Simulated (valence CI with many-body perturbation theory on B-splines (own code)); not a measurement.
# Valence orbitals of Ge¹⁸⁺

Level of theory: configuration interaction combined with many-body perturbation theory (CI+MBPT): four valence electrons over a frozen Dirac-Fock core [Ne], radial functions for each j: 11 s, 11 p, 9 d, 7 f, 5 g, 2 h, 1 i, with the one-electron correlation potential Σ1 (screened to all orders), the two-electron term Σ2, the three-electron term Σ3, Breit, model QED; selected single and double excitations, second order for the rest (own B-spline code, finite nucleus).

No measured levels were compared; by estimate levels of excited configurations hold to 0.05 to 0.15 % of their energy, terms of the ground configuration to about 0.5 %.

These are the spectroscopic orbitals of the CI (the correlating ones are not listed), shaped by the core and the other valence electrons. h is the expectation value of the core's Dirac-Fock operator, without the valence repulsion; Σ1 is computed up to l = 3 at one energy for each symmetry, that of its lowest orbital but kept below the first core excitation, so for empty shells it is not the orbital's own correlation shift; Breit and QED include the response of the core.

```
Orbital  h (hartree)  Σ1 (cm⁻¹)  Breit (cm⁻¹)  QED (cm⁻¹)  ⟨r⟩ (bohr)
  3s1/2      -32.303      -5533          2054        1400      0.5322
  4s1/2      -17.218      -1723           757         526       1.017
  5s1/2      -10.676       -755           350         246       1.668
  6s1/2      -7.2661       -403           192         135       2.473
  3p1/2      -30.545      -6600          3298        -101      0.5198
  4p1/2       -16.49      -2046          1223       -36.3       1.025
  5p1/2      -10.316       -919           585       -17.2       1.690
  6p1/2      -7.0617       -498           326        -9.5       2.511
  3p3/2       -30.27      -6403          2049        20.1      0.5252
  4p3/2      -16.381      -2003           748         8.4       1.032
  5p3/2      -10.262       -903           363         4.2       1.700
  6p3/2      -7.0312       -490           201         2.4       2.522
  3d3/2      -27.909      -7474          1269       -63.3      0.4731
  4d3/2      -15.482      -2014           455       -22.2       1.008
  5d3/2      -9.8249       -888           218       -10.6       1.697
  3d5/2      -27.859      -7323           531       -31.9      0.4745
  4d5/2       -15.46      -1970           189       -10.1       1.010
  5d5/2      -9.8136       -869          91.5        -4.6       1.699
  4f5/2      -15.012      -1285          23.3        -4.3      0.9100
  5f5/2       -9.588       -653          16.6        -2.5       1.614
  4f7/2      -15.004      -1275           1.2         0.3      0.9107
  5f7/2      -9.5839       -647           0.9        -0.2       1.615
  5g7/2      -9.5203                      0.3        -0.7       1.438
  5g9/2       -9.518                     -0.1         0.5       1.439
```

Among the shells of the start configuration 3s2 3p2, Σ1 is largest in size for 3p1/2, where it is 0.098 % of h.

Lowest root of each symmetry, sizes in configuration state functions:

```tsv
J	Parity	Roots	Reference	Variational	Second order	Change by selected CI (cm⁻¹)	Change by second order (cm⁻¹)
0	even	8	39	18080	84065	-7161	-2
1	even	13	70	39998	285301	-6784	-7
2	even	16	99	39995	361611	-7277	-26
3	even	11	71	39777	444801	-5848	-37
4	even	7	51	39196	359352	-5800	-24
5	even	2	19	23936	299175	-6010	-13
0	odd	3	29	15490	56117	-7987	-3
1	odd	8	75	37180	244623	-7143	-5
2	odd	9	87	39997	324886	-3674	-8
3	odd	5	70	39998	352445	-6942	-20
4	odd	2	42	34073	256747	-10438	-15
```
